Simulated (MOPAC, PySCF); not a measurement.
C$_{8}$H$_{20}$Sn, SMILES `C[CH2][Sn]([CH2]C)([CH2]C)[CH2]C`, neutral singlet in the gas phase. 

Z-matrix (Å, degrees):
```
Sn
C 1 2.1878
H 2 1.1025 1 107.63
H 2 1.1026 3 106.47 1 -114.87
C 2 1.5304 3 111.01 4 -120.83
H 5 1.1029 2 111.77 3 -61.11
H 5 1.1029 6 106.96 2 122.54
H 5 1.1042 6 107.00 7 114.38
C 1 2.1878 2 109.99 3 -61.59
H 9 1.1025 1 107.66 2 -59.28
H 9 1.1026 10 106.48 1 114.88
C 9 1.5304 10 111.02 11 120.84
H 12 1.1029 9 111.76 10 61.05
H 12 1.1030 13 106.96 9 -122.53
H 12 1.1042 13 107.00 14 -114.38
C 1 2.1881 2 108.35 3 178.05
H 16 1.1025 1 107.65 2 177.66
H 16 1.1026 17 106.48 1 -114.87
C 16 1.5304 17 111.02 18 -120.83
H 19 1.1029 16 111.77 17 -61.12
H 19 1.1029 20 106.96 16 122.54
H 19 1.1042 20 106.99 21 114.38
C 1 2.1881 2 110.06 3 57.69
H 23 1.1025 1 107.64 2 62.68
H 23 1.1026 24 106.48 1 114.91
C 23 1.5304 24 111.01 25 120.83
H 26 1.1029 23 111.68 24 -179.04
H 26 1.1030 27 106.96 23 122.59
H 26 1.1042 27 107.00 28 114.37
```
Charge 0, spin multiplicity 1.

All levels are single points at this geometry (B3LYP-D3(BJ)/def2-SVP); Pople sets use spherical d functions. Orbital energies aren't observables, and empty levels follow the basis.

SVWN5/6-31G* (LANL2DZ on Sn) in PySCF gives gap (eV) = 6.25.

Problem. Estimate the gap (eV) from each of these levels: PBE-D3(BJ)/def2-TZVP in PySCF; TPSSh-D3(BJ)/def2-TZVP in PySCF; B3LYP/6-311+G** (LANL2DZ on Sn) in PySCF; B3LYP/6-31G* (LANL2DZ on Sn) in PySCF; BP86/6-31G* (LANL2DZ on Sn) in PySCF; M06-2X/6-31G* (LANL2DZ on Sn) in PySCF; HF/6-31G* (LANL2DZ on Sn) in PySCF; AM1 in MOPAC.

Solution. 
```csv
level,gap (eV)
PBE-D3(BJ)/def2-TZVP in PySCF,5.61
TPSSh-D3(BJ)/def2-TZVP in PySCF,6.70
B3LYP/6-311+G** (LANL2DZ on Sn) in PySCF,6.74
B3LYP/6-31G* (LANL2DZ on Sn) in PySCF,8.05
BP86/6-31G* (LANL2DZ on Sn) in PySCF,6.42
M06-2X/6-31G* (LANL2DZ on Sn) in PySCF,10.26
HF/6-31G* (LANL2DZ on Sn) in PySCF,14.56
AM1 in MOPAC,9.02
```
